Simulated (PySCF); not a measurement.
Radial density of Ca(3+) (calcium, charge +3)

LDA, [Ne] 3s2 3p5, 2P determinant. All numbers are calculated (PySCF 2.14, no relativity, point nucleus, in pcseg-2 (6s4p3d, 33 functions)).

| r (bohr) | 4πr²ρ (e/bohr) | 4πr²(ρα − ρβ) |
| --- | --- | --- |
| 0.00151 | 0.1436 | 0.0000 |
| 0.00254 | 0.3900 | 0.0000 |
| 0.00427 | 1.029 | 0.0000 |
| 0.00718 | 2.592 | 0.0001 |
| 0.0121 | 6.028 | 0.0003 |
| 0.0203 | 12.28 | 0.0012 |
| 0.0342 | 20.10 | 0.0060 |
| 0.0575 | 23.32 | 0.0288 |
| 0.0967 | 18.42 | 0.1064 |
| 0.163 | 19.02 | 0.2356 |
| 0.274 | 24.23 | 0.1743 |
| 0.460 | 11.39 | 0.0177 |
| 0.774 | 6.265 | 0.7211 |
| 1.30 | 5.535 | 0.7937 |
| 2.19 | 0.6830 | 0.1013 |
| 3.68 | 0.003739 | 0.0003 |
| 6.20 | 2.941e-05 | 0.0000 |
